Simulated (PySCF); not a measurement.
ClCs (SMILES [Cl][Cs]), singlet, geometry from GFN2-xTB (such geometries of metal compounds can be far from the true shape) (core potentials on Cs), with bond 2-1 at 2.0 times its length; HF/def2-SVP (PySCF).

Here is a job for PySCF.
```python
from pyscf import gto, scf

mol = gto.M(
    atom='''
Cs   -0.000000   -0.000000   -0.680243
Cl    0.000000    0.000000    5.081813
''',
    basis='def2-svp',
    ecp={'Cs': 'def2-svp'},
    charge=0,
    spin=0,
    verbose=4,
)

mf = scf.RHF(mol)
mf.level_shift = 0.5
mf.max_cycle = 100
mf.kernel()
mf.analyze()
```

Problem. What does PySCF print? Leave out banner, timings and long lists.

Solution. 
```
PySCF version 2.14.0

[INPUT] verbose = 4
[INPUT] num. atoms = 2
[INPUT] num. electrons = 26
[INPUT] charge = 0
[INPUT] spin (= nelec alpha-beta = 2S) = 0
[INPUT] symmetry False subgroup None
[INPUT] Mole.unit = angstrom
[INPUT] Symbol           X                Y                Z      unit          X                Y                Z       unit  Magmom
[INPUT]  1 Cs     0.000000000000   0.000000000000  -0.680243000000 AA    0.000000000000   0.000000000000  -1.285472968153 Bohr   0.0
[INPUT]  2 Cl     0.000000000000   0.000000000000   5.081813000000 AA    0.000000000000   0.000000000000   9.603234786254 Bohr   0.0

nuclear repulsion = 14.0512541479569
number of shells = 18
number of NR pGTOs = 71
number of NR cGTOs = 42
basis = def2-svp
ecp = {'Cs': 'def2-svp'}

******** <class 'pyscf.scf.hf.RHF'> ********
method = RHF
initial guess = minao
damping factor = 0
level_shift factor = 0.5
DIIS = <class 'pyscf.scf.diis.CDIIS'>
diis_start_cycle = 1
diis_space = 8
diis_damp = 0
SCF conv_tol = 1e-09
SCF conv_tol_grad = None
SCF max_cycles = 100
direct_scf = True
direct_scf_tol = 1e-13
Set gradient conv threshold to 3.16228e-05
Initial guess from minao.
init E= -475.537758082166
  HOMO = -0.396565327687635  LUMO = 0.0952130573639351  gap/eV = 13.38197
cycle= 1 E= -479.159589401171  delta_E= -3.62  |g|= 0.607  |ddm|= 1.86
  HOMO = -0.127450406866971  LUMO = 0.451694105173576  gap/eV = 15.75932
cycle= 2 E= -479.197627477316  delta_E= -0.038  |g|= 0.0642  |ddm|= 0.469
  HOMO = -0.186463903958616  LUMO = 0.452671953709444  gap/eV = 17.39177
cycle= 3 E= -479.199247281368  delta_E= -0.00162  |g|= 0.0277  |ddm|= 0.082
  HOMO = -0.190585544576046  LUMO = 0.453256240323451  gap/eV = 17.51983
cycle= 4 E= -479.200043414557  delta_E= -0.000796  |g|= 0.0202  |ddm|= 0.0507
  HOMO = -0.196952128892087  LUMO = 0.454119452642146  gap/eV = 17.71656
cycle= 5 E= -479.200617301241  delta_E= -0.000574  |g|= 0.0146  |ddm|= 0.0462
  HOMO = -0.197642146843537  LUMO = 0.454496928511375  gap/eV = 17.74561
cycle= 6 E= -479.2009459778  delta_E= -0.000329  |g|= 0.0104  |ddm|= 0.0349
  HOMO = -0.199896883317369  LUMO = 0.454915029457272  gap/eV = 17.81834
cycle= 7 E= -479.201129100006  delta_E= -0.000183  |g|= 0.00785  |ddm|= 0.029
  HOMO = -0.200044695238849  LUMO = 0.454944738643473  gap/eV = 17.82317
cycle= 8 E= -479.201213904277  delta_E= -8.48e-05  |g|= 0.00558  |ddm|= 0.0184
  HOMO = -0.200520456363013  LUMO = 0.455005740587563  gap/eV = 17.83778
cycle= 9 E= -479.201254918545  delta_E= -4.1e-05  |g|= 0.004  |ddm|= 0.0131
  HOMO = -0.200570052568517  LUMO = 0.45501285518673  gap/eV = 17.83932
cycle= 10 E= -479.20127382772  delta_E= -1.89e-05  |g|= 0.00275  |ddm|= 0.00864
  HOMO = -0.200688136994487  LUMO = 0.455037609628192  gap/eV = 17.84321
cycle= 11 E= -479.201283000942  delta_E= -9.17e-06  |g|= 0.00193  |ddm|= 0.00619
  HOMO = -0.20072259036852  LUMO = 0.455044600795105  gap/eV = 17.84433
cycle= 12 E= -479.20128751143  delta_E= -4.51e-06  |g|= 0.00136  |ddm|= 0.00446
  HOMO = -0.200747900173604  LUMO = 0.455052013334246  gap/eV = 17.84522
cycle= 13 E= -479.201289839789  delta_E= -2.33e-06  |g|= 0.00097  |ddm|= 0.0034
  HOMO = -0.200761265069146  LUMO = 0.45505090250645  gap/eV = 17.84556
cycle= 14 E= -479.20129103088  delta_E= -1.19e-06  |g|= 0.000695  |ddm|= 0.0025
  HOMO = -0.20077439960698  LUMO = 0.455052409756458  gap/eV = 17.84596
cycle= 15 E= -479.201291663229  delta_E= -6.32e-07  |g|= 0.000498  |ddm|= 0.00186
  HOMO = -0.200785974986516  LUMO = 0.455053629170788  gap/eV = 17.84630
cycle= 16 E= -479.201292006169  delta_E= -3.43e-07  |g|= 0.00036  |ddm|= 0.00139
  HOMO = -0.200787712348354  LUMO = 0.455054191049935  gap/eV = 17.84637
cycle= 17 E= -479.201292188807  delta_E= -1.83e-07  |g|= 0.000261  |ddm|= 0.00101
  HOMO = -0.200789050026955  LUMO = 0.455054372064524  gap/eV = 17.84641
cycle= 18 E= -479.201292287423  delta_E= -9.86e-08  |g|= 0.00019  |ddm|= 0.000724
  HOMO = -0.200789141207913  LUMO = 0.455054443344299  gap/eV = 17.84641
cycle= 19 E= -479.201292341505  delta_E= -5.41e-08  |g|= 0.000139  |ddm|= 0.000532
  HOMO = -0.200788910655116  LUMO = 0.455054785504668  gap/eV = 17.84642
cycle= 20 E= -479.20129237215  delta_E= -3.06e-08  |g|= 0.000102  |ddm|= 0.000396
  HOMO = -0.200789477658338  LUMO = 0.455055030246644  gap/eV = 17.84644
cycle= 21 E= -479.201292389573  delta_E= -1.74e-08  |g|= 7.6e-05  |ddm|= 0.000297
  HOMO = -0.200790127006845  LUMO = 0.455055458460226  gap/eV = 17.84647
cycle= 22 E= -479.201292399663  delta_E= -1.01e-08  |g|= 5.69e-05  |ddm|= 0.000229
  HOMO = -0.200790628946897  LUMO = 0.455055647129683  gap/eV = 17.84649
cycle= 23 E= -479.201292405349  delta_E= -5.69e-09  |g|= 4.29e-05  |ddm|= 0.00017
  HOMO = -0.200790846357459  LUMO = 0.455055773789013  gap/eV = 17.84650
cycle= 24 E= -479.201292408568  delta_E= -3.22e-09  |g|= 3.22e-05  |ddm|= 0.000127
  HOMO = -0.200790858440191  LUMO = 0.455055741879971  gap/eV = 17.84650
cycle= 25 E= -479.201292410388  delta_E= -1.82e-09  |g|= 2.41e-05  |ddm|= 9.39e-05
  HOMO = -0.200790667178292  LUMO = 0.45505561833291  gap/eV = 17.84649
cycle= 26 E= -479.201292411411  delta_E= -1.02e-09  |g|= 1.79e-05  |ddm|= 6.86e-05
  HOMO = -0.200790671731291  LUMO = 0.455055616230986  gap/eV = 17.84649
cycle= 27 E= -479.201292411998  delta_E= -5.87e-10  |g|= 1.34e-05  |ddm|= 5.09e-05
  HOMO = -0.20078691651401  LUMO = -0.0449449860577751  gap/eV = 4.24067
Extra cycle  E= -479.201292412624  delta_E= -6.25e-10  |g|= 7.09e-06  |ddm|= 8.25e-05
converged SCF energy = -479.201292412624
**** SCF Summaries ****
Total Energy =                        -479.201292412623673
Nuclear Repulsion Energy =              14.051254147956911
One-electron Energy =                 -700.405084752865946
Two-electron Energy =                  207.152538192285363
Two-electron Coulomb Energy =          237.725986960800668
DFT Exchange-Correlation Energy =      -30.573448768515306
HOMO-LUMO gap [eV] =                     4.240674927746596
**** MO energy ****
MO #1   energy= -104.502144622544  occ= 2
MO #2   energy= -10.2614126425645  occ= 2
MO #3   energy= -7.73558536570683  occ= 2
MO #4   energy= -7.73518698255899  occ= 2
MO #5   energy= -7.73518698255894  occ= 2
MO #6   energy= -1.4008533230289   occ= 2
MO #7   energy= -0.780160894939377 occ= 2
MO #8   energy= -0.764090408638265 occ= 2
MO #9   energy= -0.76409040863823  occ= 2
MO #10  energy= -0.761612698552083 occ= 2
MO #11  energy= -0.204415152405034 occ= 2
MO #12  energy= -0.204415152405009 occ= 2
MO #13  energy= -0.20078691651401  occ= 2
MO #14  energy= -0.0449449860577751 occ= 0
MO #15  energy= -0.00609175128519352 occ= 0
MO #16  energy= -0.00609175128518745 occ= 0
MO #17  energy= 0.00577703628086962 occ= 0
MO #18  energy= 0.0335773349636203 occ= 0
MO #19  energy= 0.0335773349636315 occ= 0
MO #20  energy= 0.0371532611616504 occ= 0
MO #21  energy= 0.0500904311995085 occ= 0
Dipole moment(X, Y, Z, Debye): -0.00000, -0.00000, -25.74651
```
